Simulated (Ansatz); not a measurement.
Born–Oppenheimer molecular dynamics of AlF$_{2}$HO (5 atoms, charge 0, multiplicity 1). It starts from a relaxed structure.

Computed with RKS B3LYP/6-31G* in Ansatz.

```json
{"ensemble": "NVT, Langevin thermostat", "time step": "0.5 fs", "steps asked": "150", "set temperature": "100 K", "friction": "0.02 /fs", "seed": "675372"}
```

First frame:

```xyz
5
Properties=species:S:1:pos:R:3
Al -0.023 -0.028 0.002
O -0.025 -0.123 1.694
H -0.858 -0.168 2.180
F 1.413 0.050 -0.792
F -1.416 -0.011 -0.877
```

What does the run give?

The run went to its last step.

```yaml
steps_done: 150
time_covered: 75 fs
mean_temperature_over_the_second_half: 84 K
spread_of_the_potential_energy_over_the_second_half: 1.1 meV per atom
mean_potential_energy_of_the_second_half_above_the_start: 5.2 meV per atom
```

The mean temperature of the second half is 16 % below the set value. A run of 0.075 ps of so small a system gives no equilibrium averages.

What happens to the structure?

The same pairs are bonded in the first frame and the last. Pairs count as bonded within 1.25 times the sum of covalent radii (0.12 Å more for H–H). The details hang on the random start.

How do temperature and energy run in time?


```tsv
time (fs)	T (K)	potential energy less start (eV)
0	80	0.000
2.5	65	0.004
5	59	0.011
7.5	62	0.016
10	79	0.017
12.5	66	0.017
15	52	0.020
17.5	45	0.023
20	54	0.027
22.5	48	0.032
25	42	0.036
27.5	55	0.040
30	60	0.042
32.5	63	0.042
35	82	0.040
37.5	93	0.039
40	68	0.038
42.5	79	0.032
45	81	0.026
47.5	78	0.024
50	63	0.024
52.5	63	0.022
55	117	0.024
57.5	133	0.020
60	108	0.021
62.5	92	0.023
65	78	0.023
67.5	78	0.021
70	95	0.023
72.5	72	0.031
75	68	0.037
```

Run time: 4.5 min on 1 thread of Arm Neoverse V2 (shared host), peak memory 0.11 GiB.
